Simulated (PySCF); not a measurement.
**Mayer bond orders and bond lengths**

Species: C₅H₁₁NO₂Si₂.
Atom-mapped SMILES: `[CH3:1][O:2]/[CH:3]=[CH:4]\[Si@H:5]([C:6]#[N:7])[CH2:8][O:9][SiH3:10]` (hydrogens: H11, H12, H13 on C1; H14 on C3; H15 on C4; H16 on Si5; H17, H18 on C8; H19, H20, H21 on Si10)

Geometry (GFN2-xTB, Å), atoms numbered from 1 in this order:
```xyz
21
C5H11NO2Si2 angstrom
C     -2.3798    0.9027    1.9937
O     -1.5332    0.2598    1.0708
C     -2.0444    0.0224   -0.1586
C     -1.4048   -0.7640   -1.0216
Si     0.2025   -1.6073   -0.5535
C     -0.1116   -2.6197    0.9927
N     -0.3278   -3.2417    1.9303
C      1.5768   -0.3539   -0.1163
O      1.8243    0.3740   -1.3001
Si     2.8802    1.5737   -1.5533
H     -1.7759    1.1099    2.8751
H     -2.7716    1.8425    1.5900
H     -3.2167    0.2561    2.2763
H     -2.9831    0.5203   -0.3902
H     -1.8318   -0.8943   -2.0019
H      0.6592   -2.5318   -1.5979
H      2.4983   -0.8438    0.2146
H      1.2715    0.3291    0.6815
H      2.5821    1.8443   -2.9500
H      4.2576    1.1276   -1.3179
H      2.6193    2.7110   -0.6641
```

Bond orders from the PBE0/pcSseg-1 density (PySCF). The structure is a single GFN2-xTB conformer in the gas phase; no vibrational or solvent corrections.

**Question.** How far do the computed orders between heavy atoms stray from the drawn ones?

**Answer.** The largest departure is 0.209, at Si5–C6 (drawn single, 0.791). Drawn single, order below 0.88: Si5–C6 (0.791) and C8–O9 (0.834).

**Question.** Give the Mayer order of every bond between heavy atoms, beside its length.

**Answer.** 
```json
{"bond": "C1–O2", "drawn as": "single", "length (Å)": "1.408", "Mayer order": "0.893"}
{"bond": "O2–C3", "drawn as": "single", "length (Å)": "1.352", "Mayer order": "1.033"}
{"bond": "C3–C4", "drawn as": "double", "length (Å)": "1.331", "Mayer order": "1.837"}
{"bond": "C4–Si5", "drawn as": "single", "length (Å)": "1.874", "Mayer order": "0.910"}
{"bond": "Si5–C6", "drawn as": "single", "length (Å)": "1.875", "Mayer order": "0.791"}
{"bond": "C6–N7", "drawn as": "triple", "length (Å)": "1.146", "Mayer order": "2.933"}
{"bond": "Si5–C8", "drawn as": "single", "length (Å)": "1.911", "Mayer order": "0.895"}
{"bond": "C8–O9", "drawn as": "single", "length (Å)": "1.412", "Mayer order": "0.834"}
{"bond": "O9–Si10", "drawn as": "single", "length (Å)": "1.618", "Mayer order": "0.964"}
```

By pair of heavy elements: C–O: lowest C8–O9 (0.834, 1.412 Å), highest O2–C3 (1.033, 1.352 Å). C–Si: lowest Si5–C6 (0.791, 1.875 Å), highest C4–Si5 (0.910, 1.874 Å); in 1 of the 3 pairs the longer bond (by over 0.003 Å) has the higher order (by 0.02 or more).

**Question.** And the bonds to hydrogen?

**Answer.** C–H: 0.93 to 0.97 (7 bonds); H–Si: 0.91 to 0.96 (4 bonds).

**Question.** Sum the orders of all bonds at each heavy atom with more than one neighbour and set the sums beside the valence in the SMILES.

**Answer.** C1 3.785 (drawn 4), O2 1.926 (drawn 2), C3 3.817 (drawn 4), C4 3.688 (drawn 4), Si5 3.555 (drawn 4), C6 3.724 (drawn 4), C8 3.603 (drawn 4), O9 1.798 (drawn 2), Si10 3.726 (drawn 4). Orders between atoms that aren't bonded are not in these sums.

Mayer orders depend on the basis set.
